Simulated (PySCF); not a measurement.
C2H4F2Sn, singlet, geometry from GFN2-xTB (such geometries of metal compounds can be far from the true shape) (all electrons, no relativity), with bond 7-4 at 2.4 times its length; CASSCF(4,5)/STO-3G in PySCF.

The PySCF input:
```python
from pyscf import gto, scf, mcscf
import numpy

mol = gto.M(
    atom='''
Sn    0.244402   -0.175023    0.205710
F     1.184603    1.486250    0.683670
F     1.310805   -0.799220   -1.325479
C    -1.668202    0.430599   -0.608390
C    -2.843914    0.057162   -0.157498
H     0.648826   -1.264623    1.481677
H    -1.331149    2.031405   -2.626900
H    -2.976551   -0.606850    0.680165
H    -3.750587    0.415207   -0.626320
''',
    basis='sto-3g',
    charge=0,
    spin=0,
    verbose=4,
)

mf = scf.RHF(mol)
mf.kernel()
mc = mcscf.CASSCF(mf, 5, 4)
mc.fix_spin_(ss=0.0)
mc = mc.newton()
mc.kernel()
occ = numpy.linalg.eigvalsh(mc.fcisolver.make_rdm1(mc.ci, mc.ncas, mc.nelecas))[::-1]
ss = mc.fcisolver.spin_square(mc.ci, mc.ncas, mc.nelecas)[0]
print('natural occupations', occ.round(4), ' <S^2>', round(ss, 4))
```

Output, abridged:

```
PySCF version 2.14.0

[INPUT] verbose = 4
[INPUT] num. atoms = 9
[INPUT] num. electrons = 84
[INPUT] charge = 0
[INPUT] spin (= nelec alpha-beta = 2S) = 0
[INPUT] symmetry False subgroup None
[INPUT] Mole.unit = angstrom
[INPUT] Symbol           X                Y                Z      unit          X                Y                Z       unit  Magmom
[...]
nuclear repulsion = 484.779303732529
number of shells = 27
number of NR pGTOs = 153
number of NR cGTOs = 51
basis = sto-3g
ecp = {}

******** <class 'pyscf.scf.hf.RHF'> ********
method = RHF
initial guess = minao
damping factor = 0
level_shift factor = 0
DIIS = <class 'pyscf.scf.diis.CDIIS'>
diis_start_cycle = 1
diis_space = 8
diis_damp = 0
SCF conv_tol = 1e-09
SCF conv_tol_grad = None
SCF max_cycles = 50
direct_scf = True
direct_scf_tol = 1e-13
Set gradient conv threshold to 3.16228e-05
Initial guess from minao.
init E= -6218.96400254192
[...]
cycle= 1 E= -6235.8176239181  delta_E= -16.9  |g|= 0.622  |ddm|= 3.69
[...]
cycle= 2 E= -6236.00501097451  delta_E= -0.187  |g|= 0.479  |ddm|= 2.36
[...]
cycle= 3 E= -6236.10461453014  delta_E= -0.0996  |g|= 0.178  |ddm|= 1.12
[...]
cycle= 4 E= -6236.1217889521  delta_E= -0.0172  |g|= 0.0336  |ddm|= 0.366
[...]
cycle= 5 E= -6236.12303463948  delta_E= -0.00125  |g|= 0.0107  |ddm|= 0.114
[...]
cycle= 6 E= -6236.1231692617  delta_E= -0.000135  |g|= 0.0046  |ddm|= 0.0447
[...]
cycle= 7 E= -6236.12318792294  delta_E= -1.87e-05  |g|= 0.00108  |ddm|= 0.0134
[...]
cycle= 8 E= -6236.12318937988  delta_E= -1.46e-06  |g|= 0.000306  |ddm|= 0.00372
[...]
cycle= 9 E= -6236.1231895227  delta_E= -1.43e-07  |g|= 6.07e-05  |ddm|= 0.00141
[...]
cycle= 10 E= -6236.12318952682  delta_E= -4.12e-09  |g|= 1.29e-05  |ddm|= 0.000232
[...]
cycle= 11 E= -6236.12318952707  delta_E= -2.51e-10  |g|= 3.53e-06  |ddm|= 4.83e-05
[...]
Extra cycle  E= -6236.12318952704  delta_E= 3.64e-11  |g|= 2.21e-06  |ddm|= 8.35e-06
converged SCF energy = -6236.12318952704

******** <class 'pyscf.mcscf.newton_casscf.CASSCF'> ********
CAS (2e+2e, 5o), ncore = 40, nvir = 6
max_cycle_macro = 50
max_cycle_micro = 10
conv_tol = 1e-07
conv_tol_grad = None
orbital rotation max_stepsize = 0.03
augmented hessian ah_max_cycle = 30
augmented hessian ah_conv_tol = 1e-12
augmented hessian ah_linear dependence = 1e-14
augmented hessian ah_level shift = 1e-08
augmented hessian ah_start_tol = 500
augmented hessian ah_start_cycle = 3
augmented hessian ah_grad_trust_region = 3
kf_trust_region = 3
kf_interval = 5
natorb = False
canonicalization = True
internal_rotation = False
******** <class 'pyscf.fci.addons.SpinPenaltyFCISolver'> ********
max. cycles = 50
conv_tol = 1e-08
davidson only = True
linear dependence = 1e-12
level shift = 0.001
max iter space = 12
nroots = 1
pspace_size = 400
spin = None

WARN: SO-CASSCF (Second order CASSCF) is an experimental feature. Its performance is bad for large systems.

CASCI E = -6236.28554284557  dE = -6236.2855  S^2 = 0.0000000
Set conv_tol_grad to 0.000316228
macro 1 (17 JK  13 micro), CASSCF E = -6236.32136163537  dE = -0.03582  |grad|=0.159  S^2 = 0.0000000
macro 2 (23 JK  17 micro), CASSCF E = -6236.33718476964  dE = -0.01582  |grad|=0.022  S^2 = 0.0000000
macro 3 (23 JK  18 micro), CASSCF E = -6236.33888573995  dE = -0.001701  |grad|=0.0163  S^2 = 0.0000000
macro 4 (23 JK  16 micro), CASSCF E = -6236.33898604623  dE = -0.0001003  |grad|=3.72e-05  S^2 = 0.0000000
macro 5 (4 JK  1 micro), CASSCF E = -6236.33898608628  dE = -4.005e-08  |grad|=0.000154  S^2 = 0.0000000
newton CASSCF converged in 5 macro (15 KF 75 Hx) steps
CASSCF canonicalization
Density matrix diagonal elements [1.87559875 1.3037393  0.67782846 0.12408496 0.01874854]
CASSCF energy = -6236.33898608628
CASCI E = -6236.33898608628  E(CI) = -3.46596734823288  S^2 = 0.0000000
natural occupations [1.8757e+00 1.3061e+00 6.9290e-01 1.2410e-01 1.3000e-03]  <S^2> 0.0
```
